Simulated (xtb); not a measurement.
F4Te, triplet, from a rough starting geometry (a higher spin typed on purpose: for a closed-shell molecule this is an excited state).

Here is a job for xtb.
```
$ xtb mol.xyz --gfn 2 --uhf 2 --opt vtight --json

# file mol.xyz
5

Te    -0.05422522    -0.06338039     0.65775716
F      1.01168814     1.44638544    -0.16338466
F      1.45530246    -1.03244800    -0.18263897
F     -1.03463965    -1.40777799    -0.17497738
F     -1.35600925     1.00315998    -0.21163550
```

Task: Estimate the total energy at the end of the optimisation that GFN2-xTB in xtb 6.7.1 returns for this input.

Result: -21.994180 Ha

Task: Give the dipole moment at the level GFN2-xTB.

Result: 0.55 D
